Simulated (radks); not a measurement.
The numbers below are computed, except where a source is named.
Neutral phosphorus inside a hard spherical wall (all orbitals vanish at R), configuration held at [Ne] 3s2 3p3 and not refilled when levels cross. Code: a radial shooting solver on a logarithmic mesh with Libxc functionals. Model: scalar-relativistic Kohn-Sham, r2SCAN, spin-polarised, spherical densities, finite nucleus; open shells are filled with parallel spins first; meta-GGA in the generalised Kohn-Sham scheme; Fermi nuclear charge, rms radius 3.1889 fm. Eigenvalues in eV for spin up, with the zero of energy where the potential of the charges vanishes at infinity; a dash marks a level that is unbound or too diffuse for the functional's potential to be trusted. A positive occupied level is held by the wall or, in an anion where self-interaction has pushed it up, behind a barrier. The pressure on the wall is -dE/dV.

| R (bohr) | E (hartree) | kinetic (hartree) | e(2s) | e(2p) | e(3s) | e(3p) | e(4s, empty) | e(4p, empty) | pressure (GPa) |
|---|---|---|---|---|---|---|---|---|---|
| free | -342.10912 | 343.206 | -177.98 | -126.59 | -15.683 | -6.684 | - | - | 0 |
| 20 | -342.10912 | 343.206 | -177.98 | -126.59 | -15.683 | -6.684 | - | - | < 0.0001 |
| 12 | -342.10912 | 343.206 | -177.98 | -126.59 | -15.683 | -6.684 | 0.459 | 1.682 | < 0.0001 |
| 10 | -342.10908 | 343.206 | -177.97 | -126.59 | -15.679 | -6.680 | 0.898 | 2.615 | 0.00146 |
| 8 | -342.10837 | 343.213 | -177.91 | -126.53 | -15.638 | -6.638 | 2.024 | 4.684 | 0.0394 |
| 7 | -342.10599 | 343.234 | -177.76 | -126.38 | -15.541 | -6.532 | 3.294 | 6.718 | 0.215 |
| 4 | -341.85457 | 344.506 | -172.00 | -120.61 | -11.874 | -2.046 | 25.424 | 33.217 | 57.5 |
| 3 | -340.87047 | 348.066 | -161.18 | -109.76 | -3.092 | 8.595 | 65.840 | 75.647 | 534 |
| 2 | -334.81856 | 364.443 | -131.46 | -79.802 | 39.409 | 55.339 | 217.74 | 223.24 | 8400 |
| 1.5 | -320.95345 | 396.502 | -95.881 | -42.940 | 129.63 | 144.42 | 473.66 | 457.08 | 51800 |
